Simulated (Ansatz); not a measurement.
`CB[SiH](C)F` and `C[SiH](F)Cl` differ in one atom or group.

Ansatz, PBE0-D4/def2-TZVP geometries, multiplicity 1. Each molecule was computed in one conformer, which needn't be the lowest.

```tsv
property	`CB[SiH](C)F`
size of the dipole moment (B3LYP/def2-TZVPP) / D	2.27
HOMO–LUMO gap (PBE0/def2-TZVPP) / eV	5.76
HOMO energy (PBE0/def2-TZVPP) / eV	-7.68
LUMO energy (PBE0/def2-TZVPP) / eV	-1.92
size of the dipole moment (PBE/def2-TZVPP) / D	2.27
HOMO energy (B3LYP/def2-TZVPP) / eV	-7.51
```

Question: Give the same properties after the change, and the shifts. (Best estimate.)

Answer: Computed: 
| property | `C[SiH](F)Cl` | shift |
| --- | --- | --- |
| size of the dipole moment (B3LYP/def2-TZVPP) / D | 2.06 | -0.21 |
| HOMO–LUMO gap (PBE0/def2-TZVPP) / eV | 9.67 | 3.91 |
| HOMO energy (PBE0/def2-TZVPP) / eV | -8.97 | -1.29 |
| LUMO energy (PBE0/def2-TZVPP) / eV | 0.71 | 2.63 |
| size of the dipole moment (PBE/def2-TZVPP) / D | 2.01 | -0.26 |
| HOMO energy (B3LYP/def2-TZVPP) / eV | -8.73 | -1.22 |

With PBE0 the HOMO falls by 1.29 eV and the LUMO rises by 2.63 eV, so the gap widens by about 3.92 eV. PBE moves the HOMO by -1.17 eV and ωB97M-V by -1.36 eV. Dipoles are sizes alone; their direction can turn.

B3LYP here is the variant with VWN-RPA as its local correlation; programs differ in this.
